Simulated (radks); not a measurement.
Spin polarisation of the 5d6 shell in Os. Start: [Xe] 4f14 5d(up 3, down 3) 6s2; electrons of 5d are moved from spin down to spin up, other shells keep equal spins. All-electron calculation, non-relativistic Kohn-Sham, r2SCAN, spin-polarised, spherical densities, point nucleus; meta-GGA in the generalised Kohn-Sham scheme. Program: a radial shooting solver on a logarithmic mesh with Libxc functionals.

moment (Bohr magnetons)  E - E(0) (eV)  e(5d up) (eV)  e(5d down) (eV)  6s down minus up (eV)  5p down minus up (eV)
0                                0.000         -8.073           -8.073                 0.000                  0.000
1                               -0.202         -8.459           -7.652                  0.229                  0.751
2                               -0.808         -8.813           -7.195                  0.460                  1.504
3                               -1.822         -9.136           -6.694                  0.700                  2.264
4                               -3.255         -9.432           -6.137                  0.961                  3.032

At moment 4 the spin-polarisation energy is -3.255 eV and the 5d exchange splitting 3.295 eV, that is 0.824 eV per Bohr magneton; E = -I m^2/4 would give I = 0.814 eV.
